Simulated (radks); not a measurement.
The numbers below are computed, except where a source is named.
Charge is removed step by step from the 2p3/2 level of the iodine ion I3+, starting from [He] 2s2 2p(1/2: 2, 3/2: 4) 3s2 3p6 3d10 4s2 4p6 4d10 5s2 5p2. Level of theory: Dirac Kohn-Sham, BLYP, spin-unpolarised, spherical densities, finite nucleus; open shells fill j = l - 1/2 first; Fermi nuclear charge, rms radius 4.75 fm (a radial shooting solver on a logarithmic mesh with Libxc functionals).

| removed (e) | E - E(0) (eV) | eigenvalue (eV) | E minus straight line (eV) |
|---|---|---|---|
| 0 | 0.000 | -4510.7 | 0.000 |
| 0.25 | 1132.4 | -4548.9 | -14.444 |
| 0.5 | 2274.5 | -4587.4 | -19.295 |
| 0.75 | 3426.2 | -4626.1 | -14.499 |
| 1 | 4587.6 | -4665.0 | 0.000 |

Removing the whole electron costs 4587.6 eV by Delta-SCF, against 4510.7 eV from minus the eigenvalue at the starting occupation. Slater's transition state (half an electron removed) gives 4587.4 eV. Integrating minus the eigenvalue over the occupation (Janak's theorem) gives 4587.6 eV. The mean slope of the eigenvalue, de/dn, is 154 eV per electron.
